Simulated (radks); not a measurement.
Values are calculated unless marked as measured or tabulated.
Spherical jellium clusters: N electrons in a uniform positive sphere of charge N and radius rs N^(1/3), rs = 3.89 bohr. Level of theory: non-relativistic Kohn-Sham, exchange-only LDA, spin-polarised, spherical densities (a radial shooting solver with Libxc functionals). Levels are named by radial order and angular momentum (1s, 1p, 1d, 2s, ...), and open shells are averaged over m.

N = 2, configuration 1s2. This is the lowest configuration that the search found. Occupied and some empty levels:

| level | occupation | eigenvalue (eV) | <r> (bohr) |
|---|---|---|---|
| 1s | 2 | -2.5305 | 4.191 |
| 1p | 0 | -0.63731 | 6.675 |

Energy (eV): total -1.82701, kinetic 2.9589, external -24.852, Hartree 11.766, exchange-correlation -5.0242, background 13.325. Static polarisability (adiabatic kernel): 214.7 bohr^3, against R^3 = 117.7 for a classical metal sphere.
